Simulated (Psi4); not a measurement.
A dimer, F4Si ··· Li+ (SMILES F[Si](F)(F)F and [Li+]) (charge +1); the first 5 atoms form monomer A.

```
6

F     -0.9026    -0.9023    -0.9089
Si     0.0002     0.0002     0.0001
F      0.4261    -0.8045     1.2759
F      1.2789     0.4308    -0.7973
F     -0.8025     1.2759     0.4301
Li    -2.1779    -2.1864    -2.1990
```

Task: What interaction energy does Psi4 with SAPT0/jun-cc-pVDZ, all electrons correlated give, and which attractive term is the largest?

Result: Total -44.70 kJ/mol: electrostatics -24.94, exchange 2.63, induction -22.18, dispersion -0.21. The most attractive term is electrostatics.
